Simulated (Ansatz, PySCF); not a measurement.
Species: BaCl, charge 1, multiplicity 1. SMILES: [Ba+][Cl]
Geometry from a B3LYP-D3(BJ)/def2-TZVP (Ansatz, a first-principles code) optimisation:
```
Ba
Cl 1 2.5964
```
Charge +1, spin multiplicity 1.

Wanted: vertical ionisation energy (to the doublet state of charge +2; each state is the SCF solution reached for its spin), in eV. Cores are frozen in the correlated levels unless marked. UHF or UKS for open shells. Spin-orbit coupling is left out. The frozen core is the preceding noble-gas configuration, with the filled d and f shells of earlier blocks. The outer core of K, Ca and their heavier congeners is not correlated, a term that matters for these elements. In def2 rows, elements after Kr have scalar-relativistic effective core potentials. CBS marks a two-point X^-3 extrapolation of the correlation energy; Hartree-Fock from the larger set.

```tsv
level	program	vertical ionisation energy (eV)
PBE/def2-TZVPD	Ansatz	14.99
r2SCAN/def2-TZVPD	Ansatz	14.90
B3LYP/def2-TZVPD	Ansatz	14.93
PBE0/def2-TZVPD	Ansatz	14.86
BHLYP/def2-TZVPD	Ansatz	14.63
wB97M-V/def2-TZVPD	Ansatz	14.81
wB97X-V/def2-TZVPD	Ansatz	14.79
CCSD/def2-SVPD	Ansatz	14.39
CCSD/def2-TZVPPD	Ansatz	14.43
CCSD/def2-QZVPPD	Ansatz	14.55
CCSD/CBS(def2-TZVPPD,def2-QZVPPD)	Ansatz	14.64
CCSD(T)/def2-TZVPPD	Ansatz	14.51
CCSD(T)/def2-QZVPPD	Ansatz	14.65
CCSD(T)/CBS(def2-TZVPPD,def2-QZVPPD)	Ansatz	14.75
```

For comparison, minus the highest occupied orbital energy (PySCF): 12.33 eV at PW6B95/def2-TZVPD, 11.10 eV at TPSS/def2-TZVPD, 11.15 eV at M06-L/def2-TZVPD.
